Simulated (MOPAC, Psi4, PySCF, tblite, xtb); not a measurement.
Dimer Cl2OTi ··· H2O (SMILES [O]=[Ti]([Cl])[Cl] and O) at R = 2.35 Å between the centres of mass, closest contact 2.27 Å (lowest of the rigid-body minima from ten starts at GFN2-xTB). Geometry in Å and degrees:

```
Ti
O 1 1.5952
Cl 1 2.2307 2 115.95
Cl 1 2.2311 2 116.08 3 -180.00
O 1 2.2692 2 86.81 3 92.91
H 5 0.9627 1 106.88 2 77.33
H 5 0.9627 6 105.25 1 111.09
```

- GFN2-xTB (tblite)
- PBE/def2-TZVP, counterpoise-corrected (Psi4)
- PBE-D3(BJ)/def2-TZVP, counterpoise-corrected (Psi4)
- wB97M-V/def2-TZVP, counterpoise-corrected (Psi4)
- PM7, restricted, heats of formation (MOPAC)
- GFN1-xTB (xtb)
- RKS-B3LYP/6-31G* = PySCF with restricted B3LYP/6-31G*, spherical d, no counterpoise correction
- RKS-M06-2X/6-31G* = restricted M06-2X/6-31G*, spherical d, no counterpoise correction (PySCF)
- RHF/3-21G = restricted Hartree-Fock/3-21G, no counterpoise correction run with PySCF
- RKS-LDA (SVWN5)/6-31G* = PySCF 2.14.0 with restricted LDA (SVWN5)/6-31G*, spherical d, no counterpoise correction

Task: What interaction energy does each level give?

Result: 
```json
[
 {"method": "RHF/3-21G", "E_int / kJ/mol": "-200.11"},
 {"method": "RKS-LDA (SVWN5)/6-31G*", "E_int / kJ/mol": "-176.32"},
 {"method": "GFN2-xTB", "E_int / kJ/mol": "-172.35"},
 {"method": "RKS-M06-2X/6-31G*", "E_int / kJ/mol": "-158.86"},
 {"method": "RKS-B3LYP/6-31G*", "E_int / kJ/mol": "-135.28"},
 {"method": "PM7", "E_int / kJ/mol": "-116.41"},
 {"method": "wB97M-V/def2-TZVP", "E_int / kJ/mol": "-113.82"},
 {"method": "PBE-D3(BJ)/def2-TZVP", "E_int / kJ/mol": "-106.49"},
 {"method": "PBE/def2-TZVP", "E_int / kJ/mol": "-99.18"},
 {"method": "GFN1-xTB", "E_int / kJ/mol": "-98.05"}
]
```
